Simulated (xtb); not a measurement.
C3H9ClGe, charge -1, doublet, from a rough starting geometry (a state made from the parent by changing its charge; the spin is typed, not shown lowest); xtb 6.7.1 with GFN2-xTB.

Here is a job for xtb.
```
$ xtb mol.xyz --gfn 2 --chrg -1 --uhf 1 --opt vtight --json

# file mol.xyz
14

C     -0.63520052     1.70765223    -0.53100585
Ge     0.01118417     0.05881871     0.35997662
C      1.81285161    -0.52991096    -0.36776281
C     -1.25054749    -1.44379533     0.45541436
Cl     0.43809700     0.61535221     2.45284043
H     -0.85647736     1.53710208    -1.48659008
H     -1.49283068     2.09082251     0.00866052
H      0.12746217     2.55637697    -0.48020568
H      2.31937879    -1.15995827     0.28161087
H      1.67265446    -0.90597356    -1.24980131
H      2.45596415     0.41201136    -0.60610571
H     -1.73827854    -1.44955376    -0.59043539
H     -1.98208695    -1.18780719     1.13876573
H     -0.75816016    -2.40921985     0.59901264
```

Output, abridged:

```
   ID    Z sym.   atoms
    1    6 C      1, 3, 4
    2   32 Ge     2
    3   17 Cl     5
    4    1 H      6-14

           -------------------------------------------------
          |                Calculation Setup                |
           -------------------------------------------------

           -------------------------------------------------
          |                 G F N 2 - x T B                 |
           -------------------------------------------------

          ...................................................
          :                      SETUP                      :
          :.................................................:
          :  # basis functions                  41          :
          :  # atomic orbitals                  39          :
          :  # shells                           21          :
          :  # electrons                        33          :
          :  max. iterations                   250          :
          :  Hamiltonian                  GFN2-xTB          :
          :  restarted?                      false          :
          :  GBSA solvation                  false          :
          :  PC potential                    false          :
          :  electronic temp.          300.0000000     K    :
          :  accuracy                    1.0000000          :
          :  -> integral cutoff          0.2500000E+02      :
          :  -> integral neglect         0.1000000E-07      :
          :  -> SCF convergence          0.1000000E-05 Eh   :
          :  -> wf. convergence          0.1000000E-03 e    :
          :  Broyden damping             0.4000000          :
          :  net charge                         -1          :
          :  unpaired electrons                  1          :
          ...................................................

 iter      E             dE          RMSdq      gap      omega  full diag
   1    -17.4323603 -0.174324E+02  0.457E+00    1.55       0.0  T
   2    -17.3328645  0.994958E-01  0.682E+00    2.16       1.0  T
   3    -17.7335816 -0.400717E+00  0.342E+00    1.52       1.0  T
   4    -17.7194458  0.141359E-01  0.263E+00    1.68       1.0  T
   5    -17.7590187 -0.395730E-01  0.654E-01    1.47       1.0  T
   6    -17.7628822 -0.386350E-02  0.453E-01    1.57       1.0  T
   7    -17.7631702 -0.287935E-03  0.390E-01    1.64       1.0  T
   8    -17.7638048 -0.634656E-03  0.182E-01    1.68       1.0  T
[...]
 * total energy  :   -17.6879566 Eh     change       -0.5012637E-05 Eh
 * total energy  :   -17.6879592 Eh     change       -0.2563443E-05 Eh
 * total energy  :   -17.6879610 Eh     change       -0.1831176E-05 Eh
 * total energy  :   -17.6879625 Eh     change       -0.1512536E-05 Eh
 * total energy  :   -17.6879644 Eh     change       -0.1861829E-05 Eh
 * total energy  :   -17.6879663 Eh     change       -0.1946353E-05 Eh
 * total energy  :   -17.6879680 Eh     change       -0.1731533E-05 Eh
 * total energy  :   -17.6879694 Eh     change       -0.1335004E-05 Eh
 * total energy  :   -17.6879703 Eh     change       -0.8835981E-06 Eh
 * total energy  :   -17.6879707 Eh     change       -0.4065224E-06 Eh
 * total energy  :   -17.6879708 Eh     change       -0.1500989E-06 Eh
 * total energy  :   -17.6879708 Eh     change       -0.2506479E-07 Eh
   *** GEOMETRY OPTIMIZATION CONVERGED AFTER 44 ITERATIONS ***
         :: total energy             -17.687970845458 Eh    ::
[...]
    14   1 H        0.925     0.007     2.942     2.682

 Mol. C6AA /au·bohr⁶  :       3130.942665
 Mol. C8AA /au·bohr⁸  :     116946.225667
 Mol. α(0) /au        :         91.021473

Wiberg/Mayer (AO) data.
largest (>0.10) Wiberg bond orders for each atom

 ---------------------------------------------------------------------------
     #   Z sym  total        # sym  WBO       # sym  WBO       # sym  WBO
 ---------------------------------------------------------------------------
     1   6 C    3.894 --     8 H    0.991     7 H    0.991     6 H    0.990
                             2 Ge   0.760
     2  32 Ge   3.076 --     4 C    0.852     3 C    0.852     1 C    0.760
                             5 Cl   0.527
     3   6 C    3.944 --     9 H    0.986    11 H    0.985    10 H    0.981
                             2 Ge   0.852
     4   6 C    3.944 --    14 H    0.985    13 H    0.985    12 H    0.981
                             2 Ge   0.852
     5  17 Cl   0.651 --     2 Ge   0.527
     6   1 H    0.998 --     1 C    0.990
     7   1 H    1.000 --     1 C    0.991
     8   1 H    1.000 --     1 C    0.991
     9   1 H    1.000 --     3 C    0.986
    10   1 H    1.000 --     3 C    0.981
    11   1 H    1.000 --     3 C    0.985
    12   1 H    1.000 --     4 C    0.981
    13   1 H    1.000 --     4 C    0.985
    14   1 H    1.000 --     4 C    0.985
 ---------------------------------------------------------------------------

Topologies differ in total number of bonds
Writing topology from bond orders to xtbtopo.mol

molecular dipole:
                 x           y           z       tot (Debye)
 q only:       -1.011       0.479      -2.953
   full:       -1.282       0.384      -3.990      10.697
molecular quadrupole (traceless):
                xx          xy          yy          xz          yz          zz
 q only:        6.643       2.515       9.423     -10.027       7.743     -16.066
  q+dip:        9.202       2.653      12.017     -12.410       7.488     -21.219
   full:        9.615       2.764      12.205     -12.744       7.498     -21.820

optimized geometry written to: xtbopt.xyz

           -------------------------------------------------
          | TOTAL ENERGY              -17.687970845458 Eh   |
          | GRADIENT NORM               0.000047906281 Eh/α |
          | HOMO-LUMO GAP               5.629621417701 eV   |
           -------------------------------------------------

normal termination of xtb
```
